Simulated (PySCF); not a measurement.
C8H6FN.
Atom-mapped SMILES: `[N:1]#[C:2][c:3]1[cH:4][cH:5][cH:6][cH:7][c:8]1[CH2:9][F:10]` (hydrogens: H11 on C4; H12 on C5; H13 on C6; H14 on C7; H15, H16 on C9)

Structure optimised with GFN2-xTB, isolated species.

(1) List the bond lengths, angles and torsions at this level.

## Answers

(1) 
```json
{"bond": "N1≡C2", "length (Å)": "1.147"}
{"bond": "C2–C3", "length (Å)": "1.414"}
{"bond": "C3–C4", "length (Å)": "1.394"}
{"bond": "C4–C5", "length (Å)": "1.382"}
{"bond": "C5–C6", "length (Å)": "1.385"}
{"bond": "C6–C7", "length (Å)": "1.386"}
{"bond": "C7–C8", "length (Å)": "1.385"}
{"bond": "C8–C9", "length (Å)": "1.502"}
{"bond": "C9–F10", "length (Å)": "1.369"}
{"bond": "C3–C8", "length (Å)": "1.402"}
{"bond": "C4–H11", "length (Å)": "1.080"}
{"bond": "C5–H12", "length (Å)": "1.079"}
{"bond": "C6–H13", "length (Å)": "1.079"}
{"bond": "C7–H14", "length (Å)": "1.079"}
{"bond": "C9–H15, C9–H16", "length (Å)": "1.097"}
```

Bonds in one row agree within 0.01 Å and their mean is given. A selection of angles:
```json
{"angle": "N1–C2–C3", "degrees": "179.9"}
{"angle": "C2–C3–C4", "degrees": "119.5"}
{"angle": "C2–C3–C8", "degrees": "120.1"}
{"angle": "C4–C3–C8", "degrees": "120.4"}
{"angle": "C3–C4–C5", "degrees": "119.8"}
{"angle": "C3–C4–H11", "degrees": "119.3"}
{"angle": "C5–C4–H11", "degrees": "120.9"}
{"angle": "C4–C5–C6", "degrees": "119.9"}
{"angle": "C4–C5–H12", "degrees": "119.9"}
{"angle": "C6–C5–H12", "degrees": "120.3"}
{"angle": "C5–C6–C7", "degrees": "120.4"}
{"angle": "C5–C6–H13", "degrees": "120.0"}
{"angle": "C7–C6–H13", "degrees": "119.5"}
{"angle": "C6–C7–C8", "degrees": "120.5"}
{"angle": "C6–C7–H14", "degrees": "120.3"}
{"angle": "C8–C7–H14", "degrees": "119.2"}
{"angle": "C7–C8–C9", "degrees": "122.0"}
{"angle": "C3–C8–C7", "degrees": "118.9"}
{"angle": "C3–C8–C9", "degrees": "119.1"}
{"angle": "C8–C9–F10", "degrees": "111.7"}
{"angle": "C8–C9–H15", "degrees": "111.0"}
{"angle": "F10–C9–H15", "degrees": "106.9"}
{"angle": "H15–C9–H16", "degrees": "108.9"}
```

Torsions: C7–C8–C9–F10 0° (synperiplanar).

The 10 heavy atoms lie in one plane (0.000 Å rms). The C–C distances run from 1.382 Å (C4–C5, aromatic) to 1.502 Å (C8–C9, drawn single), a spread of 0.120 Å. The 6-membered ring C3–C4–C5–C6–C7–C8 has internal angles of 118.9° to 120.5° (sum 720°, against 720° for a flat polygon); it is planar, 0.00 Å rms from its mean plane, widest ring torsion 0°. Of the pairs four or more bonds apart, F10···H14 is among the closest relative to their van der Waals radii: 2.38 Å, 89 % of the sum of Bondi's values.

Point group: Cs (tolerance 0.08 Å). No frequency check. One conformer, not necessarily the lowest.

The numbers are calculated, not measured.
